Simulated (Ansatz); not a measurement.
This geometry of C3H9NSi (14 atoms, charge 0, multiplicity 1) is a first-order saddle point.

Computed with RKS PBE0-D4/def2-SVP in Ansatz 0.2.0.

```xyz
14
Properties=species:S:1:pos:R:3
C -1.542 0.780 0.805
C -0.239 0.900 0.026
C 0.145 -0.402 -0.647
N 0.664 -1.387 0.206
Si 2.009 -0.539 -1.265
H -2.379 0.487 0.151
H -1.449 0.019 1.595
H -1.811 1.734 1.283
H 0.577 1.202 0.701
H -0.324 1.689 -0.741
H -0.573 -0.737 -1.411
H 0.333 -2.309 -0.093
H 2.627 0.379 -0.216
H 1.949 -1.845 -0.365
```

Question: Which two structures does it join? (They come from a converged band through this point; their orientation in space is the band's.)

Answer: Bonds broken: Si5–H14. Bonds formed: N4–H14.

Initial state:

```xyz
14
Properties=species:S:1:pos:R:3
C -1.642 0.792 0.789
C -0.342 0.990 0.023
C 0.176 -0.303 -0.566
N 0.677 -1.294 0.414
Si 1.947 -0.832 -0.685
H -2.442 0.414 0.131
H -1.496 0.058 1.597
H -1.997 1.731 1.242
H 0.421 1.414 0.697
H -0.479 1.721 -0.792
H -0.480 -0.708 -1.357
H 0.218 -2.199 0.450
H 3.091 -0.081 -0.109
H 2.336 -1.733 -1.804
```

Final state:

```xyz
14
Properties=species:S:1:pos:R:3
C -1.444 0.670 0.776
C -0.190 0.902 -0.060
C 0.262 -0.293 -0.861
N 0.823 -1.409 -0.051
Si 2.047 -0.710 -1.471
H -2.303 0.401 0.141
H -1.304 -0.150 1.501
H -1.721 1.567 1.350
H 0.646 1.235 0.581
H -0.360 1.732 -0.766
H -0.537 -0.686 -1.507
H 0.360 -2.312 -0.118
H 2.685 0.199 -0.405
H 1.024 -1.177 0.919
```

Question: How far does it lie above each of them?

Answer: 42.6 kcal/mol above the first and 38.0 kcal/mol above the second. This is the barrier of this one path; another mechanism may lie lower. The orbitals stay closed-shell, which can raise the energy where a bond breaks towards radicals; this wasn't checked here.

Time of the run: 3 min on 2 threads of Intel(R) Xeon(R) 6975P-C (Granite Rapids), on a shared host, peak memory 0.31 GiB.
